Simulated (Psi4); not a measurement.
# Which level was it?

The species is BF3 (4 atoms), meant as a singlet with charge 0. As SMILES, `FB(F)F`. The coordinates come from a PBE0-D4/def2-TZVP relaxation.

```tsv
atom	x (Å)	y (Å)	z (Å)
F	0.5439	0.2107	1.1743
B	0.0000	0.0000	0.0000
F	-0.2652	-1.2235	-0.3896
F	-0.2787	1.0128	-0.7847
```

Orbital energies are those of the mean-field step.

A calculation with Psi4 1.11 gave:

```
total energy  : -323.9261 Eh
HOMO energy   : -18.09 eV
LUMO energy   : 1.33 eV
HOMO–LUMO gap : 19.42 eV
```

Q: Which of these levels gave the numbers?
A. SVWN5/aug-cc-pVDZ
B. CCSD/aug-cc-pVDZ
C. CCSD(T)/aug-cc-pVDZ
D. MP2/aug-cc-pVDZ

A: C. The others give -323.9047 Eh (MP2/aug-cc-pVDZ), -323.9103 Eh (CCSD/aug-cc-pVDZ), -322.4247 Eh (SVWN5/aug-cc-pVDZ).
